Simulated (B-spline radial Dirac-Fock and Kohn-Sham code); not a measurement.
## Anomalous scattering factors of Ta, 9.2517 keV to 77.41 keV

Model: the dispersion relation over Dirac-Hartree-Slater subshell photoionisation cross sections, with the Kissel-Pratt high-energy constant (isolated atom, no bound-bound lines or fine structure). Program: a radial finite-basis atomic code. The forward scattering factor is f₀ + f′ + i f″.

Edges near this range: K 67416.0 eV, L1 11682.0 eV, L2 11136.0 eV, L3 9881.0 eV.

```csv
hν (eV),λ (Å),f′ (e),f″ (e),tabulated f′,tabulated f″
9251.7,1.340,-7.983,4.328,-8.09,4.20
9972,1.243,-11.830,10.090,-12.28,10.19
12000,1.033,-5.500,11.948,-5.57,11.73
12440,0.9967,-4.212,11.304,-4.30,11.11
13250,0.9357,-2.855,10.247,-2.90,10.08
13380,0.9266,-2.697,10.092,-2.74,9.93
14340,0.8646,-1.826,9.045,-1.85,8.89
15000,0.8266,-1.426,8.419,-1.45,8.27
17479.3,0.7093,-0.639,6.577,-0.66,6.43
18040,0.6873,-0.549,6.247,-0.57,6.11
18520,0.6695,-0.488,5.984,-0.51,5.85
22162.9,0.5594,-0.310,4.443,-0.33,4.36
24209.8,0.5121,-0.326,3.829,-0.34,3.77
29100,0.4261,-0.476,2.800,-0.49,2.75
30000,0.4133,-0.511,2.658,-0.53,2.60
30500,0.4065,-0.531,2.583,-0.55,2.53
37960,0.3266,-0.838,1.769,-0.86,1.72
40000,0.3100,-0.923,1.614,-0.94,1.57
42860,0.2893,?,?,?,?
61310,0.2022,-2.133,0.759,-2.14,0.74
65900,0.1881,-3.167,0.667,-3.18,0.66
77410,0.1602,-1.330,2.614,-1.36,2.62
```

Q: What are f′ and f″ at 42860 eV?

A: f′ = -1.041 and f″ = 1.430 electrons (tables: -1.06 and 1.40). By the optical theorem f″ corresponds to a photoabsorption cross section 2 rₑ λ f″ = 2330 b.

Tabulated f′: xraylib 4.2 anomalous scattering factors (Cullen et al., EPDL97); f″: Chantler's tables (J. Phys. Chem. Ref. Data 1995 and 2000). Both are theoretical tables.

Values without a named source are computed, but for edge energies of neutral atoms, which are taken from tables.
